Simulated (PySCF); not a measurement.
Species: Se(CN)2, C₂N₂Se.
SMILES: `N#C[Se]C#N`

The closed-shell ground state was solved at several levels (PySCF, density fitting, gas phase). Geometry: PBE0-D3(BJ)/def2-SVP; no solvent, vibrations or thermal averaging. The calculation is non-relativistic and has no spin–orbit coupling, an omission that weighs most on selenium.

```csv
level,basis functions,total energy (Eh),HOMO (eV),LUMO (eV),gap (eV),dipole (D)
KT2/pcSseg-1,109,-2599.4471,-7.51,-3.35,4.16,3.52
B3LYP/def2-SVPD,121,-2586.8025,-8.41,-2.54,5.87,3.78
B3LYP/pcJ-1 (pcSseg-1 on Se),149,-2586.9835,-8.41,-2.51,5.90,3.72
```

(1) What might PBE0/pcSseg-1 (109 basis functions) give for the same quantities?

(2) Over all these levels, which gives the widest orbital gap and which the narrowest?

(3) How far do the dipole and the HOMO energy spread over the levels?

Results:

(1) Total energy -2586.4167 Eh, HOMO -8.67 eV, LUMO -2.29 eV, gap 6.38 eV, dipole 3.64 D.

(2) PBE0/pcSseg-1 (global hybrid, 25 % exact exchange) has the widest, 6.38 eV, and KT2/pcSseg-1 (GGA) the narrowest, 4.16 eV. The two share the basis. From the narrowest to the widest the HOMO moves by -1.16 eV and the LUMO by +1.06 eV.

(3) The dipole runs from 3.52 to 3.78 D (mean 3.67 D) and the HOMO from -8.67 to -7.51 eV.
